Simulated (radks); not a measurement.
The mean radii <r> (bohr) of the occupied orbitals of an atom or ion are listed with their occupations. Calculated with a radial shooting solver on a logarithmic mesh with Libxc functionals: Dirac Kohn-Sham, BLYP, spin-unpolarised, spherical densities, point nucleus.

orbital      occ.      <r>
1s1/2           2  0.01932
2s1/2           2  0.08122
2p1/2           2  0.06739
2p3/2           4  0.07501
3s1/2           2   0.2121
3p1/2           2   0.2020
3p3/2           4   0.2162
3d3/2           4   0.1898
3d5/2           6   0.1942
4s1/2           2   0.4781
4p1/2           2   0.4853
4p3/2           4   0.5180
4d3/2           4   0.5412
4d5/2           6   0.5527
5p1/2           2    1.251
5p3/2           4    1.341
4f5/2           6   0.6866
4f7/2           8   0.6978
6s1/2           1    2.676
5f5/2    0.857143    4.335
5f7/2     1.14286    4.358

Name the element and its charge. Open shells, if any, are shared by 2j + 1.

Answer. Z = 71, lutetium, charge +2: Lu2+ in [Kr] 4d10 4f14 5p6 6s1 5f2. The 1s radius gives Z: for a bare nucleus <r> = (2 gamma + 1)/(2Z) with gamma = sqrt(1 - (Z/c)^2), 0.01909 bohr for Z = 71, and screening makes it slightly larger (0.01932 here). The occupations add up to 69, and the charge is Z minus that.
